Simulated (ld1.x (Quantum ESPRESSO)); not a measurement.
# Transferability test, PAW potential for Cu

* Element: copper (Cu)
* Generator: ld1.x (Quantum ESPRESSO) 7.5
* Type: PAW
* Functional: PW91
* Relativity: fully relativistic
* Frozen core: [Ar]
* Valence charge: 11
* Reference configuration: 3d10 4s0.5 4p0 (charge +0.5)
* Partial waves: 4s (bound): rcut 1.85, rcutus 2.40 bohr; 4s channel at 1.5 Ry: rcut 1.85, rcutus 2.40 bohr; 4p (bound, empty): rcut 1.90, rcutus 2.15 bohr; 4p channel at 0.15 Ry: rcut 1.90, rcutus 2.15 bohr; 3d (bound): rcut 0.85, rcutus 1.00 bohr; 3d channel at -0.35 Ry: rcut 0.85, rcutus 1.00 bohr
* Local potential: all-electron potential smoothed inside 1.05 bohr (lloc = -1)
* Core correction: Bessel-smoothed model core inside 0.55 bohr
* Augmentation charge: PSQ, inside the norm-conserving radii

Open shells are filled in proportion to 2j + 1 (rel_dist='average').

Energies are relative to the spin-unpolarised reference configuration 3d10 4s0.5 4p0; without spin polarisation the order of configurations can differ from experiment. Not all tests gave a result: test run stopped at test 6 of 7 (negative rho), 1 before it not solved. Left out of the table: 3d9 4s1 4p1 (solver errors, printed error -12.6 eV).

(1) Give the all-electron excitation energy and the error of the potential for: 3d10 4s1 4p0; 3d10 4s0 4p0; 3d9 4s0 4p0; 3d10 4s0 4p1.

Levels in the configuration 3d9 4s0 4p0:

| level | all-electron (eV) | pseudo (eV) |
| --- | --- | --- |
| 3d j=3/2 | -29.915 | -30.101 |
| 3d j=5/2 | -29.614 | -29.800 |

The ghost test of this file was not conclusive.

Answers

(1)

```json
{"valence configuration": "3d10 4s1 4p0", "charge": "0", "ΔE all-electron (eV)": "-3.189", "error AE − PS (meV)": "-0.6"}
{"valence configuration": "3d10 4s0 4p0", "charge": "+1", "ΔE all-electron (eV)": "5.014", "error AE − PS (meV)": "-1.5"}
{"valence configuration": "3d9 4s0 4p0", "charge": "+2", "ΔE all-electron (eV)": "26.448", "error AE − PS (meV)": "-64"}
{"valence configuration": "3d10 4s0 4p1", "charge": "0", "ΔE all-electron (eV)": "0.980", "error AE − PS (meV)": "-0.2"}
```

These tests converged, but a pseudo level misses the all-electron one widely, so the file describes the atom poorly there or has found another state: 3d9 4s0 4p0: empty 4s by 6.1 eV (a node warning on the way).
